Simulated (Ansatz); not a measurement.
H2Al2Cl, SMILES `[AlH2][Al-][Cl]` (singlet; the order of the spin states depends on the level) (charge -1, multiplicity 1). This singlet lies 0.19 eV below the relaxed triplet at the level frozen-core CCSD(T)/aug-cc-pVDZ // PBE0-D3(BJ)/def2-TZVPD (Ansatz, a first-principles code); other levels give the other order.

The numbers are results of CAM-B3LYP/aug-cc-pVTZ // PBE0-D3(BJ)/def2-TZVPD run with Ansatz, not measurements.

Ansatz 0.2 input:
```yaml
crystal:
  periodic: [false, false, false]
  atoms:
    - { symbol: Al, position_ang: [-0.929354, 0.06783, -0.307044] }
    - { symbol: Al, position_ang: [1.440077, -0.184876, 0.788924] }
    - { symbol: Cl, position_ang: [3.259886, 0.056938, -0.471558] }
    - { symbol: H, position_ang: [-1.913354, -1.249411, -0.254723] }
    - { symbol: H, position_ang: [-1.857256, 1.309521, 0.2444] }
basis:
  gaussian: { orbitals: aug-cc-pVTZ }
hamiltonian:
  xc: cam_b3lyp
total_charge: -1
```

Output:

```
Functional definition: CAM-B3LYP
1200 factors; their error is unknown
422 factors; integrals over basis functions are off by at most 3.0e-5 eV
mean field evaluation 1: about -25750.6721 eV, gradient 1.7e1 eV
mean field evaluation 2: about -25751.5621 eV, gradient 1.5e1 eV
mean field evaluation 4: about -25752.4337 eV, gradient 7.0e-1 eV
mean field evaluation 8: about -25752.4387 eV, gradient 3.4e-2 eV
mean field evaluation 16: about -25752.4723 eV, gradient 2.1e-4 eV
mean field -25752.47232642 eV, -946.3859023431 hartree, gradient 2.3e-5 eV, S^2 0.000000; 0 other end points of the search recorded, 0 dependent functions left out
reference -25752.47246430 eV, -946.3859074102 hartree; 23, 23 occupied and 173, 173 virtual orbitals, 1200 factors
Total energy: -25752.47246430 eV, -946.3859074102 hartree
```
